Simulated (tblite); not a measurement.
Species: C4H16OSi3.
Atom-mapped SMILES: `[OH:1][CH2:2][C@@H:3]([SiH3:4])[CH2:5][SiH2:6][CH2:7][SiH3:8]` (hydrogens: H9 on O1; H10, H11 on C2; H12 on C3; H13, H14, H15 on Si4; H16, H17 on C5; H18, H19 on Si6; H20, H21 on C7; H22, H23, H24 on Si8)

The geometry is computed with GFN2-xTB (gas phase).

(1) Give the optimised bond lengths and angles.

Answers

(1) 
```json
{"bond": "O1–C2", "length (Å)": "1.412"}
{"bond": "C2–C3", "length (Å)": "1.528"}
{"bond": "C3–Si4", "length (Å)": "1.914"}
{"bond": "C3–C5", "length (Å)": "1.528"}
{"bond": "C5–Si6", "length (Å)": "1.908"}
{"bond": "Si6–C7", "length (Å)": "1.899"}
{"bond": "C7–Si8", "length (Å)": "1.897"}
{"bond": "O1–H9", "length (Å)": "0.963"}
{"bond": "C2–H10", "length (Å)": "1.093"}
{"bond": "C2–H11", "length (Å)": "1.101"}
{"bond": "C3–H12", "length (Å)": "1.097"}
{"bond": "Si4–H13, Si4–H14, Si4–H15", "length (Å)": "1.464"}
{"bond": "C5–H16", "length (Å)": "1.092"}
{"bond": "C5–H17", "length (Å)": "1.096"}
{"bond": "Si6–H18", "length (Å)": "1.468"}
{"bond": "Si6–H19", "length (Å)": "1.471"}
{"bond": "C7–H20", "length (Å)": "1.091"}
{"bond": "C7–H21", "length (Å)": "1.091"}
{"bond": "Si8–H22, Si8–H23, Si8–H24", "length (Å)": "1.465"}
```

Bonds in one row agree within 0.01 Å and their mean is given. A selection of angles:
```json
{"angle": "C2–O1–H9", "degrees": "108.4"}
{"angle": "O1–C2–C3", "degrees": "111.3"}
{"angle": "O1–C2–H10", "degrees": "105.2"}
{"angle": "O1–C2–H11", "degrees": "110.6"}
{"angle": "C3–C2–H10", "degrees": "109.8"}
{"angle": "C3–C2–H11", "degrees": "111.7"}
{"angle": "H10–C2–H11", "degrees": "108.0"}
{"angle": "C2–C3–Si4", "degrees": "106.3"}
{"angle": "C2–C3–C5", "degrees": "110.3"}
{"angle": "C2–C3–H12", "degrees": "107.5"}
{"angle": "Si4–C3–C5", "degrees": "115.5"}
{"angle": "Si4–C3–H12", "degrees": "108.9"}
{"angle": "C5–C3–H12", "degrees": "108.1"}
{"angle": "C3–Si4–H13", "degrees": "109.6"}
{"angle": "H13–Si4–H14", "degrees": "111.2"}
{"angle": "H13–Si4–H15", "degrees": "109.8"}
{"angle": "H14–Si4–H15", "degrees": "107.9"}
{"angle": "C3–C5–Si6", "degrees": "116.3"}
{"angle": "C3–C5–H16", "degrees": "109.0"}
{"angle": "C3–C5–H17", "degrees": "108.0"}
{"angle": "Si6–C5–H16", "degrees": "109.1"}
{"angle": "Si6–C5–H17", "degrees": "108.2"}
{"angle": "H16–C5–H17", "degrees": "105.8"}
{"angle": "C5–Si6–C7", "degrees": "110.9"}
{"angle": "C5–Si6–H18", "degrees": "110.4"}
{"angle": "C5–Si6–H19", "degrees": "107.5"}
{"angle": "C7–Si6–H18", "degrees": "109.9"}
{"angle": "C7–Si6–H19", "degrees": "109.5"}
{"angle": "H18–Si6–H19", "degrees": "108.5"}
{"angle": "Si6–C7–Si8", "degrees": "115.0"}
{"angle": "Si6–C7–H20", "degrees": "109.3"}
{"angle": "Si6–C7–H21", "degrees": "108.9"}
{"angle": "Si8–C7–H20", "degrees": "108.8"}
{"angle": "Si8–C7–H21", "degrees": "108.3"}
{"angle": "H20–C7–H21", "degrees": "106.2"}
{"angle": "C7–Si8–H22", "degrees": "110.1"}
{"angle": "H22–Si8–H23", "degrees": "108.9"}
```

Torsions: O1–C2–C3–Si4 39° (synclinal); C2–C3–C5–Si6 171° (antiperiplanar); C3–C5–Si6–C7 -36° (synclinal); C5–Si6–C7–Si8 180° (antiperiplanar); H9–O1–C2–C3 64° (synclinal).

Si6 (SiH2 silicon) is tetrahedral (angles from 107.5° to 110.9°). Si8 (SiH3 silicon) is tetrahedral (angles from 108.9° to 110.1°). Si4 (SiH3 silicon) is tetrahedral (angles from 107.9° to 111.2°). Of the pairs four or more bonds apart, Si4···H9 is among the closest relative to their van der Waals radii: 3.07 Å, 93 % of the sum of Bondi's values.

Point group: C1 (no symmetry element, even within 0.4 Å). Its GFN2-xTB frequencies are all real (lowest 25 cm⁻¹). The numbers are those of one conformer (H–O1–C2–C3 64°, O1–C2–C3–Si4 39°, C2–C3–C5–Si6 171°, C3–C5–Si6–C7 -36°, C5–Si6–C7–Si8 180°). 3 starts were optimised and ended at 0.00, 0.78 and 1.31 kcal/mol (GFN2-xTB); the lowest of these is shown.
